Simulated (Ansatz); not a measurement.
Reactions of C₂H₈ClGeNO, SMILES `C[NH][GeH]([Cl])[O]C`.

Program: Ansatz. Geometries: PBE0-D4/def2-TZVP. ΔE: electronic, gas phase. CBS: MP2 limit from def2 TZ/QZ plus the TZ coupled-cluster correction, frozen cores. This one scheme is used for every species. Double bonds are as drawn, so ΔE can hold a change between cis and trans. DFT in def2-TZVPP. For Ga, Ge outer-core shells are correlated without core-valence functions, which leaves a few kJ/mol of doubt a bond. Scalar relativity is left out up to krypton. One conformer a species, not always the lowest.

```csv
reaction,PBE0-D4 (kcal/mol),ωB97M-V (kcal/mol),r2SCAN-D4 (kcal/mol),CCSD(T)/CBS(def2) (kcal/mol)
`C[NH][GeH]([Cl])[O]C` + `[NH2][GaH][CH2]F` → `C[NH][GaH][CH2]F` + `C[NH][GeH]([OH])[Cl]`,-4.4,-3.7,-4.2,-4.3
`C[NH][GeH]([Cl])[O]C` + H₂O → `C[O][GeH]([OH])[Cl]` + CH₃NH₂,-5.2,-5.7,-6.6,-4.4
`C[NH][GeH]([Cl])[O]C` + `O[SiH2]N[SiH3]` → `C[NH][GeH2][Cl]` + `CO[SiH2]N[SiH2]O`,-17.0,-17.5,-17.4,-16.9
`C[NH][GeH]([Cl])[O]C` + `OC1=C(F)C1` → `COC1=C(F)C1` + `C[NH][GeH]([OH])[Cl]`,-2.6,-2.8,-3.3,-3.1
`C[NH][GeH]([Cl])[O]C` + `C[SiH2][NH][AlH2]` → `[CH3][AlH][NH][SiH2]C` + `C[O][GeH]([NH2])[Cl]`,-19.4,-19.7,-20.7,-19.6
`C[NH][GeH]([Cl])[O]C` + `C/N=C/O` → `C/N=C(\C)O` + `C[O][GeH]([NH2])[Cl]`,-12.9,-13.3,-13.8,-13.0
```

Largest T1 diagnostic: 0.014, for `C[NH][GaH][CH2]F`.
